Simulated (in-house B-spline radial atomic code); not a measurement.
PBEsol excitations of Al³⁺

Method: PBEsol. Computed with a B-spline radial code for spherical atoms: linear response of the closed shell [He] 2s2 2p6 with the functional's adiabatic kernel; non-relativistic, point nucleus, no spin-orbit coupling, no double excitations, S, P, D and F terms only. Only terms of natural parity with L up to 3 were computed.

Command:
```bash
python run_td.py task.json out
```
Settings (radii: box in bohr, nucleus in fm):
```
Z                        13
electrons                10
configuration            [He] 2s2 2p6
hamiltonian              nr
method                   pbesol
box_radius               23.08
intervals                51
```

Time taken, with all properties: 0.2 s on 1 thread of Arm Neoverse N1, on a shared host.

The lowest states, in the order of their Tamm-Dancoff energies; the method's threshold (minus the highest occupied level) is 103.97 eV. Labels give the largest channel, * marks a mixed state, and oscillator strengths are full-response dipole values. Semilocal kernels can invert the small singlet-triplet splittings of Rydberg terms. Energies in eV:

| state | full response | Tamm-Dancoff | oscillator strength |
| --- | --- | --- | --- |
| 2p → 3s 3P | ? | ? | - |
| 2p → 3s 1P | 71.98 | 72.00 | 0.195 |
| 2p → 3p 3S | 77.83 | 77.86 | - |
| 2p → 3p 3D | 78.49 | 78.50 | - |
| 2p → 3p 1D | 79.01 | 79.01 | - |
| 2p → 3p 1S | 82.05 | 82.36 | - |
| 2p → 3d 3P | 87.47 | 87.48 | - |
| 2p → 3d 3F | 87.59 | 87.59 | - |
| 2p → 3d 1F | 87.75 | 87.75 | - |
| 2p → 3d 1P | 88.37 | 88.40 | 0.528 |
| 2p → 4s 3P | 90.27 | 90.28 | - |
| 2p → 4s 1P | 90.45 | 90.46 | 0.0305 |
| 2p → 4p 3S | ? | ? | - |
| 2p → 4p 3D | 92.46 | 92.46 | - |
| 2p → 4p 1D | 92.60 | 92.60 | - |
| 2p → 4p 1S | 93.45 | 93.55 | - |

**Question.** Where does 2p → 4p 3S lie?

**Answer.** At 92.31 eV in full response, 92.31 eV in Tamm-Dancoff.

**Question.** Where does 2p → 3s 3P lie?

**Answer.** At 71.23 eV in full response, 71.24 eV in Tamm-Dancoff.

**Question.** How large is the singlet-triplet splitting of 2p → 3s (P terms) in Tamm-Dancoff?

**Answer.** 0.767 eV, from the unrounded values.

**Question.** What polarisabilities and dispersion coefficient does the method give?

**Answer.** Dipole 0.2833 bohr³, quadrupole 0.244 bohr⁵, C6 0.2656 hartree·bohr⁶ for two such species.
